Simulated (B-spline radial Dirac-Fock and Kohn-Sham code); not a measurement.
# f′ and f″ of Rb, 6.9303 keV to 23.18 keV

Model: the dispersion relation over Dirac-Hartree-Slater subshell photoionisation cross sections, with the Kissel-Pratt high-energy constant (isolated atom, no bound-bound lines or fine structure). Program: a radial finite-basis atomic code. The forward scattering factor is f₀ + f′ + i f″.

Edges near this range: K 15200.0 eV.

```
hν (eV)   λ (Å)  f′ (e)  f″ (e)  tabulated f′  tabulated f″
 6930.3   1.789       ?       ?             ?             ?
   7542   1.644  -0.336   1.866         -0.33          1.78
   7974   1.555  -0.420   1.692         -0.41          1.62
 8047.8   1.541  -0.434   1.665         -0.43          1.60
   8568   1.447  -0.534   1.491         -0.53          1.43
 9251.7   1.340  -0.666   1.301         -0.66          1.25
  12000   1.033  -1.266   0.816         -1.27          0.76
  14480  0.8562  -2.548   0.579         -2.62          0.54
  15000  0.8266  -3.740   0.543         -4.19          0.51
  16180  0.7663  -1.841   3.389         -1.81          3.33
17479.3  0.7093  -0.921   2.995         -0.91          2.93
22162.9  0.5594   0.024   2.019          0.02          2.00
  23180  0.5349   0.096   1.871          0.09          1.85
```

Question: What are f′ and f″ at 6930.3 eV?

Answer: f′ = -0.216 and f″ = 2.163 electrons (tables: -0.21 and 2.05). By the optical theorem f″ corresponds to a photoabsorption cross section 2 rₑ λ f″ = 21800 b.

Tabulated f′: xraylib 4.2 anomalous scattering factors (Cullen et al., EPDL97); f″: Chantler's tables (J. Phys. Chem. Ref. Data 1995 and 2000). Both are theoretical tables.

Values without a named source are computed, but for edge energies of neutral atoms, which are taken from tables.
